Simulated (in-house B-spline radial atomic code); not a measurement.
## HSE06 excitations of Si III (Si2+)

Method: HSE06. Computed with an all-electron radial atomic-structure program (B-spline basis): linear response of the closed shell [Ne] 3s2 with the functional's adiabatic kernel; non-relativistic, point nucleus, no spin-orbit coupling, no double excitations, S, P, D and F terms only.

Command:
```bash
python run_td.py task.json out
```
Settings (radii: box in bohr, nucleus in fm):
```
Z                        14
electrons                12
configuration            [Ne] 3s2
hamiltonian              nr
method                   hse06
box_radius               29.48
intervals                52
```

Cost of the run: 0.3 s on 1 thread of Intel(R) Xeon(R) 6975P-C (Granite Rapids) (shared host).

The lowest states, in the order of their Tamm-Dancoff energies; the method's threshold (minus the highest occupied level) is 29.248 eV. Labels give the largest channel, * marks a mixed state, and oscillator strengths are full-response dipole values. Semilocal kernels can invert the small singlet-triplet splittings of Rydberg terms. Energies in eV:

```tsv
state	full response	Tamm-Dancoff	oscillator strength
3s → 3p 3P	5.899	6.188	-
3s → 3p 1P	10.195	10.613	1.61
3s → 3d 3D	16.434	16.506	-
3s → 3d 1D	17.848	17.855	-
3s → 4s 3S	18.540	18.548	-
3s → 4s 1S	19.277	19.295	-
3s → 4p 3P	20.928	20.939	-
3s → 4p 1P	?	?	?
3s → 4d 3D	23.920	23.931	-
3s → 4d 1D	?	?	-
```

Question: Where does 3s → 4p 1P lie?

Answer: At 21.286 eV in full response, 21.321 eV in Tamm-Dancoff, oscillator strength 0.0154.

Question: Where does 3s → 4d 1D lie?

Answer: At 24.190 eV in full response, 24.192 eV in Tamm-Dancoff.

Question: How large is the singlet-triplet splitting of 3s → 3p (P terms) in Tamm-Dancoff?

Answer: 4.42 eV, from the unrounded values.

Question: What polarisabilities and dispersion coefficient does the method give?

Answer: Dipole 11.8 bohr³, quadrupole 36.05 bohr⁵, C6 40.76 hartree·bohr⁶ for two such species.
